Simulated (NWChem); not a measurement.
System meant: GaNH3Cl2 cation, singlet

The following NWChem deck was run.

```
start job
memory heap 200 mb stack 900 mb global 1100 mb
charge 1
geometry units angstroms noautoz
  Ga    -0.075750    -0.001957    -0.001479
  Cl     0.639826    -1.972947    -0.000202
  Cl     0.626693     1.974254     0.001728
  N     -2.118678    -0.005462    -0.000533
  H     -2.501655    -0.190163    -0.945893
  H     -2.506162     0.904456     0.307425
  H     -2.505302    -0.740400     0.618952
end
basis spherical
  Ga library def2-svp
  Cl library def2-svp
  N library def2-svp
  H library def2-svp
end
dft
  xc pbe0
  iterations 4
  mulliken
end
task dft energy
```

End of the output:

```
    Atom       Charge   Shell Charges
 -----------   ------   -------------------------------------------------------
    1 Ga  31    30.97   2.00  2.00  1.93  0.71  0.25  5.99  5.83  1.00  0.64  7.80  2.03  0.78
    2 Cl  17    16.79   2.00  1.96  1.04  0.74  5.82  2.21  3.00  0.02
    3 Cl  17    16.79   2.00  1.96  1.04  0.74  5.82  2.21  3.00  0.02
    4 N    7     6.89   1.97  0.69  0.41  2.19  1.62  0.03
    5 H    1     0.85   0.56  0.17  0.11
    6 H    1     0.85   0.56  0.17  0.11
    7 H    1     0.85   0.56  0.17  0.11

 center of mass
 --------------
 x =   0.10180891 y =  -0.00013454 z =   0.00007251

 moments of inertia (a.u.)
 ------------------
         982.806125241396          -0.000000000000           0.000000000000
          -0.000000000000         398.616105072122           0.000000000000
           0.000000000000           0.000000000000        1371.543781096269

     Multipole analysis of the density
     ---------------------------------

     L   x y z        total         alpha         beta         nuclear
     -   - - -        -----         -----         ----         -------
     0   0 0 0      1.000000    -37.000000    -37.000000     75.000000

     1   1 0 0     -2.796465     -1.398233     -1.398233     -0.000000
     1   0 1 0     -0.002233     -0.001116     -0.001116     -0.000000
     1   0 0 1     -0.011417     -0.005709     -0.005709      0.000000

     2   2 0 0    -19.299884   -123.775588   -123.775588    228.251292
     2   1 1 0      0.009116      0.019646      0.019646     -0.030176
     2   1 0 1      0.041279      0.000009      0.000009      0.041260
     2   0 2 0    -31.140651   -254.540810   -254.540810    477.940970
     2   0 1 1     -0.001621     -0.000315     -0.000315     -0.000990
     2   0 0 2    -30.527230    -17.713921    -17.713921      4.900613

 ------------------------------------------------------------------------
 dft energy failed                                                                                  0
 ------------------------------------------------------------------------
 ------------------------------------------------------------------------
  current input line :
    24: task dft energy
 ------------------------------------------------------------------------
 ------------------------------------------------------------------------
 This type of error is most commonly associated with calculations not reaching convergence criteria
 ------------------------------------------------------------------------
 For more information see the NWChem manual at https://nwchemgit.github.io

0:dft energy failed:Received an Error in Communication
```

### Question
Find the fault in this run and fix the input.

### Answer
Convergence was not reached. Cause: the SCF was allowed too few iterations. This input runs:
```
start job
memory heap 200 mb stack 900 mb global 1100 mb
charge 1
geometry units angstroms noautoz
  Ga    -0.075750    -0.001957    -0.001479
  Cl     0.639826    -1.972947    -0.000202
  Cl     0.626693     1.974254     0.001728
  N     -2.118678    -0.005462    -0.000533
  H     -2.501655    -0.190163    -0.945893
  H     -2.506162     0.904456     0.307425
  H     -2.505302    -0.740400     0.618952
end
basis spherical
  Ga library def2-svp
  Cl library def2-svp
  N library def2-svp
  H library def2-svp
end
dft
  xc pbe0
  iterations 150
  mulliken
end
task dft energy
```
It converges to -2900.49066 Ha (PBE0/def2-SVP).
